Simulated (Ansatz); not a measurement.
Compare A (`C[SiH](Cl)Cl`) with its isomer B (`[SiH3]C(Cl)Cl`).

Program: Ansatz. Geometries: PBE0-D4/def2-TZVP. ΔE: electronic, gas phase. CCSD(T)/CBS adds triple-zeta CCSD(T) − MP2 to the extrapolated MP2 energy (def2 sets, frozen cores). DFT in def2-TZVPP.

A:

Z-matrix (Å, degrees):
```
C
Si 1 1.847
H 1 1.093 2 110.1
H 1 1.093 2 110.1 3 120.0
H 1 1.092 2 110.4 3 -120.0
Cl 2 2.049 1 109.8 3 179.8
Cl 2 2.049 1 109.8 3 60.2
H 2 1.477 1 113.5 3 -60.0
```

B:

```xyz
8

Si    0.629    0.663    0.353
C    -0.514   -0.616   -0.456
Cl   -2.170    0.024   -0.511
Cl   -0.431   -2.140    0.453
H     2.010    0.120    0.352
H     0.568    1.913   -0.444
H     0.147    0.889    1.734
H    -0.240   -0.853   -1.482
```

(1) Which isomer does CCSD(T)/CBS put lower? Give the gap. (Estimate.)

(2) Give E(B) − E(A) in kcal/mol with CCSD(T)/def2-TZVPP, B2PLYP, LDA (SPW92), CCSD/def2-TZVPP, r2SCAN-D4, MP2/def2-TZVPP, BLYP-D4. (Best estimate.)

(3) Does the order hold for the free energy at 298.15 K (harmonic terms from PBE0-D4)? (Best estimate.)

Largest T1 diagnostic: 0.010.

## Answers

(1) Computed: A, by 85.0 kcal/mol.

(2) The calculation gave: CCSD(T)/def2-TZVPP 84.1, B2PLYP 85.0, LDA (SPW92) 81.4, CCSD/def2-TZVPP 85.1, r2SCAN-D4 86.4, MP2/def2-TZVPP 86.7, BLYP-D4 80.7. None reverses the order clearly.

(3) Computed: Yes: G(B) − G(A) = +81.8 kcal/mol.

From BLYP to BHLYP (50 % exact exchange), in def2-TZVPP and without D4, E(B) − E(A) moves by +5.8 kcal/mol. In def2-TZVPP, CCSD(T) changes the Hartree–Fock value by −4.5 kcal/mol (the triples alone add −1.1 kcal/mol) and MP2 by −1.8 kcal/mol.
